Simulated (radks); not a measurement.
Q: Species: As+. Configuration: [Ar] 3d10 4s2 4p2. Calculated with a radial shooting solver on a logarithmic mesh with Libxc functionals: Dirac Kohn-Sham, PBE, spin-unpolarised, spherical densities, point nucleus; open shells are shared between the two j in proportion to 2j + 1. Some entries of the table are withheld. Estimate them.

orbital      occ.  eigenvalue (eV)  r(max) (bohr)
1s1/2           2        -11725.71        0.02973
2s1/2           2        -1495.920         0.1701
2p1/2           2              (1)         0.1342
2p3/2           4              (2)         0.1373
3s1/2           2        -200.0095         0.5218
3p1/2           2              (3)            (4)
3p3/2           4              (5)            (6)
3d3/2           4              (7)         0.4753
3d5/2           6              (8)         0.4781
4s1/2           2         -23.3513          1.596
4p1/2    0.666667         -13.5642          1.881
4p3/2     1.33333         -13.2298          1.913

A: 
(1) 2p1/2 eigenvalue (eV): -1337.519
(2) 2p3/2 eigenvalue (eV): -1300.954
(3) 3p1/2 eigenvalue (eV): -146.7953
(4) 3p1/2 r(max) (bohr): 0.5154
(5) 3p3/2 eigenvalue (eV): -141.7721
(6) 3p3/2 r(max) (bohr): 0.5239
(7) 3d3/2 eigenvalue (eV): -50.8219
(8) 3d5/2 eigenvalue (eV): -50.0926
